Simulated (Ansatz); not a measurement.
Born–Oppenheimer molecular dynamics of AlH5O3S (10 atoms, charge 0, multiplicity 1). It starts from a rough guess of a transition structure, not a stationary point.

Theory: UKS B3LYP/STO-3G (Ansatz).

| Quantity | Value |
| --- | --- |
| ensemble | NVE (velocity Verlet) |
| time step | 0.5 fs |
| steps asked | 150 |
| starting velocities drawn for | 100 K |
| seed | 882843 |

Frames 0.5 fs apart, positions in Å, forces in eV/Å.

Velocities at 5.0 fs (Å/ps):

```
Al -0.62 2.91 -0.03
S -0.59 -2.39 3.69
O -0.75 3.37 -1.70
O 1.20 4.17 0.40
H -20.88 8.32 30.77
O 3.09 -7.60 -6.06
H -16.47 3.85 -7.23
H -18.16 -19.14 -25.34
H 21.15 20.02 22.35
H 13.75 -13.80 -20.47
```

```xyz
10
Properties=species:S:1:pos:R:3:forces:R:3 time_fs=5.0 energy_less_start_eV=-0.335 T=421
Al 0.110 -0.626 0.229 0.51 2.85 -1.54
S 0.869 1.074 -1.635 -2.34 -1.86 2.67
O 1.332 -0.789 1.288 0.50 0.10 0.94
O -0.954 -1.599 -0.488 -0.23 -0.56 -0.23
H -0.316 1.503 -0.155 0.30 0.44 -0.60
O -0.885 1.202 0.750 2.71 0.00 1.31
H -0.250 0.762 -2.393 0.70 0.18 0.32
H 2.128 -1.157 1.816 -1.60 0.17 -1.29
H -1.707 -2.195 -0.794 0.82 0.80 0.75
H -0.360 1.804 1.527 -1.37 -2.12 -2.32
10
Properties=species:S:1:pos:R:3:forces:R:3 time_fs=5.5 energy_less_start_eV=-0.419 T=501
Al 0.110 -0.625 0.229 0.55 2.84 -1.67
S 0.869 1.072 -1.633 -2.48 -1.91 2.54
O 1.332 -0.788 1.287 0.13 0.29 0.71
O -0.954 -1.597 -0.488 0.39 -0.06 0.04
H -0.326 1.507 -0.141 0.43 0.49 -0.96
O -0.883 1.198 0.747 2.49 -0.11 1.52
H -0.257 0.764 -2.396 0.86 0.21 0.44
H 2.117 -1.166 1.802 -1.20 -0.01 -1.01
H -1.695 -2.184 -0.781 0.16 0.27 0.48
H -0.354 1.795 1.514 -1.34 -2.01 -2.10
10
Properties=species:S:1:pos:R:3:forces:R:3 time_fs=6.0 energy_less_start_eV=-0.504 T=582
Al 0.109 -0.623 0.229 0.57 2.84 -1.78
S 0.868 1.071 -1.631 -2.57 -1.95 2.46
O 1.331 -0.786 1.286 -0.40 0.57 0.39
O -0.953 -1.595 -0.488 1.15 0.54 0.34
H -0.335 1.513 -0.128 0.56 0.51 -1.30
O -0.881 1.194 0.745 2.17 -0.36 1.52
H -0.263 0.767 -2.398 0.97 0.24 0.53
H 2.103 -1.175 1.785 -0.64 -0.28 -0.64
H -1.683 -2.172 -0.768 -0.63 -0.35 0.18
H -0.352 1.781 1.496 -1.18 -1.76 -1.68
10
Properties=species:S:1:pos:R:3:forces:R:3 time_fs=6.5 energy_less_start_eV=-0.572 T=647
Al 0.109 -0.621 0.228 0.58 2.86 -1.88
S 0.867 1.069 -1.629 -2.60 -1.95 2.41
O 1.331 -0.784 1.286 -1.03 0.94 0.01
O -0.952 -1.593 -0.487 1.90 1.14 0.61
H -0.342 1.520 -0.119 0.64 0.51 -1.59
O -0.879 1.190 0.742 1.75 -0.76 1.25
H -0.266 0.770 -2.399 1.02 0.24 0.57
H 2.088 -1.185 1.767 0.03 -0.64 -0.22
H -1.673 -2.162 -0.755 -1.43 -0.98 -0.11
H -0.353 1.762 1.474 -0.87 -1.36 -1.05
10
Properties=species:S:1:pos:R:3:forces:R:3 time_fs=7.0 energy_less_start_eV=-0.618 T=691
Al 0.109 -0.619 0.228 0.58 2.89 -1.96
S 0.866 1.068 -1.627 -2.57 -1.93 2.39
O 1.331 -0.782 1.285 -1.66 1.35 -0.35
O -0.951 -1.590 -0.487 2.49 1.60 0.79
H -0.349 1.528 -0.114 0.67 0.46 -1.80
O -0.876 1.187 0.740 1.22 -1.29 0.65
H -0.266 0.774 -2.399 1.02 0.23 0.58
H 2.072 -1.197 1.748 0.70 -1.04 0.20
H -1.666 -2.153 -0.741 -2.06 -1.48 -0.31
H -0.356 1.740 1.449 -0.39 -0.78 -0.19
10
Properties=species:S:1:pos:R:3:forces:R:3 time_fs=7.5 energy_less_start_eV=-0.648 T=721
Al 0.109 -0.616 0.227 0.56 2.93 -2.02
S 0.865 1.066 -1.624 -2.49 -1.89 2.42
O 1.330 -0.780 1.284 -2.14 1.72 -0.60
O -0.950 -1.588 -0.487 2.73 1.77 0.81
H -0.353 1.538 -0.113 0.63 0.37 -1.88
O -0.873 1.182 0.738 0.60 -1.94 -0.28
H -0.264 0.778 -2.397 0.95 0.20 0.54
H 2.059 -1.211 1.730 1.25 -1.41 0.52
H -1.664 -2.148 -0.729 -2.36 -1.71 -0.37
H -0.360 1.717 1.424 0.27 -0.05 0.86
10
Properties=species:S:1:pos:R:3:forces:R:3 time_fs=8.0 energy_less_start_eV=-0.678 T=752
Al 0.109 -0.613 0.226 0.52 2.99 -2.06
S 0.864 1.064 -1.621 -2.35 -1.81 2.48
O 1.329 -0.778 1.284 -2.34 1.98 -0.65
O -0.948 -1.585 -0.486 2.52 1.59 0.65
H -0.356 1.548 -0.116 0.55 0.22 -1.84
O -0.870 1.178 0.736 -0.07 -2.63 -1.43
H -0.260 0.783 -2.394 0.83 0.16 0.46
H 2.048 -1.228 1.713 1.54 -1.65 0.66
H -1.667 -2.148 -0.717 -2.23 -1.60 -0.28
H -0.363 1.693 1.401 1.04 0.75 2.01
10
Properties=species:S:1:pos:R:3:forces:R:3 time_fs=8.5 energy_less_start_eV=-0.728 T=800
Al 0.109 -0.610 0.225 0.45 3.06 -2.09
S 0.862 1.062 -1.618 -2.17 -1.72 2.58
O 1.327 -0.775 1.283 -2.16 2.04 -0.47
O -0.946 -1.582 -0.485 1.91 1.09 0.35
H -0.358 1.559 -0.124 0.44 0.04 -1.67
O -0.867 1.173 0.733 -0.66 -3.20 -2.57
H -0.254 0.789 -2.390 0.65 0.11 0.34
H 2.041 -1.250 1.698 1.48 -1.70 0.58
H -1.676 -2.151 -0.706 -1.71 -1.19 -0.06
H -0.364 1.671 1.383 1.76 1.47 3.02
10
Properties=species:S:1:pos:R:3:forces:R:3 time_fs=9.0 energy_less_start_eV=-0.813 T=883
Al 0.109 -0.607 0.224 0.37 3.14 -2.11
S 0.861 1.060 -1.615 -1.94 -1.60 2.70
O 1.325 -0.772 1.282 -1.61 1.87 -0.07
O -0.943 -1.579 -0.485 1.05 0.39 -0.02
H -0.359 1.570 -0.135 0.33 -0.17 -1.42
O -0.865 1.168 0.730 -0.99 -3.47 -3.40
H -0.246 0.794 -2.385 0.42 0.04 0.19
H 2.038 -1.275 1.683 1.08 -1.51 0.31
H -1.689 -2.156 -0.695 -0.94 -0.59 0.20
H -0.360 1.653 1.372 2.24 1.89 3.63
10
Properties=species:S:1:pos:R:3:forces:R:3 time_fs=9.5 energy_less_start_eV=-0.937 T=1002
Al 0.109 -0.603 0.222 0.27 3.21 -2.13
S 0.859 1.057 -1.611 -1.68 -1.46 2.84
O 1.323 -0.769 1.281 -0.82 1.50 0.46
O -0.940 -1.575 -0.484 0.11 -0.36 -0.39
H -0.359 1.580 -0.150 0.25 -0.37 -1.12
O -0.862 1.162 0.727 -0.91 -3.30 -3.66
H -0.238 0.800 -2.379 0.16 -0.04 0.01
H 2.037 -1.304 1.670 0.46 -1.12 -0.07
H -1.704 -2.164 -0.683 -0.11 0.06 0.45
H -0.351 1.639 1.370 2.28 1.89 3.62
10
Properties=species:S:1:pos:R:3:forces:R:3 time_fs=10.0 energy_less_start_eV=-1.082 T=1140
Al 0.109 -0.599 0.220 0.15 3.26 -2.14
S 0.857 1.055 -1.608 -1.40 -1.32 2.98
O 1.321 -0.765 1.280 0.08 1.01 1.01
O -0.938 -1.572 -0.483 -0.75 -1.05 -0.71
H -0.358 1.590 -0.168 0.20 -0.55 -0.80
O -0.859 1.155 0.723 -0.42 -2.73 -3.32
H -0.229 0.805 -2.374 -0.12 -0.12 -0.19
H 2.037 -1.336 1.657 -0.25 -0.62 -0.47
H -1.720 -2.171 -0.671 0.65 0.64 0.65
H -0.337 1.630 1.376 1.87 1.47 2.99
10
Properties=species:S:1:pos:R:3:forces:R:3 time_fs=10.5 energy_less_start_eV=-1.211 T=1263
Al 0.109 -0.595 0.218 0.02 3.31 -2.15
S 0.855 1.052 -1.604 -1.12 -1.17 3.12
O 1.319 -0.761 1.279 0.93 0.48 1.52
O -0.935 -1.569 -0.483 -1.44 -1.61 -0.95
H -0.357 1.598 -0.188 0.18 -0.70 -0.50
O -0.857 1.149 0.719 0.34 -1.93 -2.55
H -0.220 0.810 -2.369 -0.40 -0.19 -0.40
H 2.037 -1.369 1.642 -0.90 -0.08 -0.82
H -1.734 -2.177 -0.657 1.24 1.09 0.78
H -0.318 1.624 1.390 1.15 0.80 1.95
```

Of the whole run (75 fs, mean temperature of the second half 1487 K): The conserved energy stayed within 1.1 meV per atom of its start (net change -0.57 meV per atom), so the integration is sound. The system heated up, since it started high on the potential surface and ran downhill. A run of 0.075 ps of so small a system gives no equilibrium averages. The orbitals stay closed-shell, which can raise the energy where a bond breaks towards radicals; this wasn't checked here. Limits of this set-up: minimal basis.

Run time: 8.8 min on 1 thread of Arm Neoverse V1, with other jobs on the host, peak memory 0.14 GiB.
